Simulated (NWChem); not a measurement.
System: CH₄OZn; SMILES C[O][ZnH]

Output (shortened):

```
             Northwest Computational Chemistry Package (NWChem) 7.3.0
             --------------------------------------------------------

 C1  symmetry detected

                             Geometry "geometry" -> ""
                             -------------------------

 Output coordinates in angstroms (scale by  1.889725989 to convert to a.u.)

  No.       Tag          Charge          X              Y              Z
 ---- ---------------- ---------- -------------- -------------- --------------
    1 Zn                  30.0000    -0.02219436    -0.81127942     0.00009834
    2 H                    1.0000    -0.32783314    -2.29784093    -0.00265173
    3 O                    8.0000     0.48866145     0.88396173    -0.00006066
    4 C                    6.0000    -0.25350231     2.05145958    -0.00004045
    5 H                    1.0000    -0.94116453     2.14439210     0.86756392
    6 H                    1.0000     0.42094271     2.92816104     0.04474990
    7 H                    1.0000    -0.87439184     2.18321909    -0.91188422

 Effective nuclear repulsion energy (a.u.)     165.7058861403

                                 NWChem DFT Module
                                 -----------------

 Summary of "ao basis" -> "ao basis" (spherical)
 ------------------------------------------------------------------------------
       Tag                 Description            Shells   Functions and Types
 ---------------- ------------------------------  ------  ---------------------
 Zn                         def2-svp                11       31   5s3p2d1f
 H                          def2-svp                 3        5   2s1p
 O                          def2-svp                 6       14   3s2p1d
 C                          def2-svp                 6       14   3s2p1d

            General Information
            -------------------
          SCF calculation type: DFT
          Wavefunction type:  closed shell.
          No. of atoms     :     7
          No. of electrons :    48
           Alpha electrons :    24
            Beta electrons :    24
          Charge           :     0
          Spin multiplicity:     1
          Use of symmetry is: off; symmetry adaption is: off
          Maximum number of iterations: 150
          AO basis - number of functions:    79
                     number of shells:    35
          Convergence on energy requested:  1.00D-06
          Convergence on density requested:  1.00D-05
          Convergence on gradient requested:  5.00D-04

              XC Information
              --------------
                         PBE0 Method XC Functional
                     Hartree-Fock (Exact) Exchange  0.250
          PerdewBurkeErnzerhof Exchange Functional  0.750
            Perdew 1991 LDA Correlation Functional  1.000 local
           PerdewBurkeErnz. Correlation Functional  1.000 non-local

             Grid Information
             ----------------
          Grid used for XC integration:  medium
          Radial quadrature: Mura-Knowles
          Angular quadrature: Lebedev.
          Tag              B.-S. Rad. Rad. Pts. Rad. Cut. Ang. Pts.
          ---              ---------- --------- --------- ---------
          Zn                  1.35      112          10.0       590
          H                   0.35       45          13.0       434
          O                   0.60       49           9.0       434
          C                   0.70       49          11.0       434
          Grid pruning is: on
          Number of quadrature shells:   390
          Spatial weights used:  Erf1

      Superposition of Atomic Density Guess
      -------------------------------------

 Sum of atomic energies:       -1891.87456035

      Non-variational initial energy
      ------------------------------

 Total energy =   -1892.888611
 1-e energy   =   -2969.326608
 2-e energy   =     910.732110
 HOMO         =      -0.366126
 LUMO         =       0.006618

   convergence    iter        energy       DeltaE   RMS-Dens  Diis-err
 ---------------- ----- ----------------- --------- --------- ---------
 d= 0,ls=0.0,diis     1  -1894.3064756290 -2.06D+03  2.05D-02  6.19D-01
 d= 0,ls=0.0,diis     2  -1894.1541271551  1.52D-01  1.24D-02  2.26D+00
 d= 0,ls=0.0,diis     3  -1894.3873160630 -2.33D-01  1.45D-03  1.24D-02
 d= 0,ls=0.0,diis     4  -1894.3878882132 -5.72D-04  5.53D-04  7.98D-03
 d= 0,ls=0.0,diis     5  -1894.3885470215 -6.59D-04  8.54D-05  2.41D-04
  Resetting Diis
 d= 0,ls=0.0,diis     6  -1894.3885608403 -1.38D-05  3.96D-05  1.53D-05
 d= 0,ls=0.0,diis     7  -1894.3885627013 -1.86D-06  1.66D-05  1.33D-06
 d= 0,ls=0.0,diis     8  -1894.3885626667  3.46D-08  7.92D-06  2.09D-06

         Total DFT energy =    -1894.388562666679
      One electron energy =    -2969.452925676023
           Coulomb energy =      995.643372391307
    Exchange-Corr. energy =      -86.284895522260
 Nuclear repulsion energy =      165.705886140298

 Numeric. integr. density =       47.999990130442

                       DFT Final Molecular Orbital Analysis
                       ------------------------------------

 Vector   22  Occ=2.000000D+00  E=-3.360447D-01
              MO Center= -2.5D-01, -1.7D+00, -1.4D-03, r^2= 1.8D+00
   Bfn.  Coefficient  Atom+Function         Bfn.  Coefficient  Atom+Function
  ----- ------------  ---------------      ----- ------------  ---------------
     4      0.475870  1 Zn s                 32      0.372034  2 H  s
     3     -0.263163  1 Zn s                 33      0.239818  2 H  s
    13     -0.192990  1 Zn py                19      0.138377  1 Zn d  2
    10      0.106723  1 Zn py                17      0.077832  1 Zn d  0
    39     -0.067683  3 O  s                 54      0.067584  4 C  px

[...]
```

Level: PBE0/def2-SVP, vertical spin-unrestricted ions. Structure relaxed at the PBE0/def2-SVP level.

**Question.** Write an input that gives this output.

**Answer.** One answer among several that fit: the input that was run:
```
start job
memory heap 200 mb stack 900 mb global 1100 mb
geometry units angstroms noautoz
  Zn     0.257548    -0.726195     0.001555
  H      0.005787    -2.222722    -0.016083
  O      0.706881     0.986240     0.023520
  C     -0.076405     2.126391     0.004103
  H     -0.793993     2.190609     0.849796
  H      0.564338     3.026472     0.073315
  H     -0.672553     2.240050    -0.926495
end
basis spherical
  * library def2-svp
end
dft
  xc pbe0
  iterations 150
  vectors input atomic output neutral.movecs
end
task dft energy
charge 1
dft
  odft
  mult 2
  vectors input atomic output cation.movecs
end
task dft energy
```
